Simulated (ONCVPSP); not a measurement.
Configuration tests for Kr (Z = 36) (ONCV)

ONCVPSP 4.0.1 input, shortened (lines: element, Z, core and valence counts, functional; n l f; lmax; l rc ep ncon nbas qcut; lloc lpopt rc5 dvloc0; l nproj debl; icmod fcfact rcfact), PBEsol, scalar-relativistic:

```
  Kr 36.00    3    5  -116133      upf
    1    0    2.00
    2    0    2.00
    2    1    6.00
    3    0    2.00
    3    1    6.00
    3    2   10.00
    4    0    2.00
    4    1    6.00
    2
    0    0.75    0.00    4    7   19.20
    1    0.95    0.00    4    8   12.90
    2    1.05    0.00    3    8   13.20
    4    5    0.55    3.00
    0    2    1.20
    1    2    3.10
    2    2    2.00
    1    0.20    0.00
```

In the d channel the program set the typed energies aside and used -2.991, 0.250 Ha.

Energies are relative to the spin-unpolarised reference configuration 3s2 3p6 3d10 4s2 4p6; without spin polarisation the order of configurations can differ from experiment.

Q: Give the all-electron excitation energy and the error of the potential for: 3s2 3p6 3d10 4s2 4p5; 3s2 3p6 3d10 4s2 4p4; 3s2 3p6 3d10 4s2 4p3; 3s2 3p6 3d10 4s2 4p2.

A:

```tsv
valence configuration	charge	ΔE all-electron (eV)	error AE − PS (meV)
3s2 3p6 3d10 4s2 4p5	+1	14.283	+4.2
3s2 3p6 3d10 4s2 4p4	+2	39.461	+7.9
3s2 3p6 3d10 4s2 4p3	+3	76.550	+10
3s2 3p6 3d10 4s2 4p2	+4	126.393	+7.7
```

Levels in the configuration 3s2 3p6 3d10 4s2 4p2:

```
level  all-electron (eV)  pseudo (eV)
   3s           -320.156     -320.256
   3p           -251.562     -251.584
   3d           -137.885     -137.826
   4s            -72.939      -72.941
   4p            -56.474      -56.470
```

Note: ghosts flagged at negative energy: p at -2113.5 eV; no localised positive-energy state flagged. A true bound ghost makes a file unfit for plane-wave use.
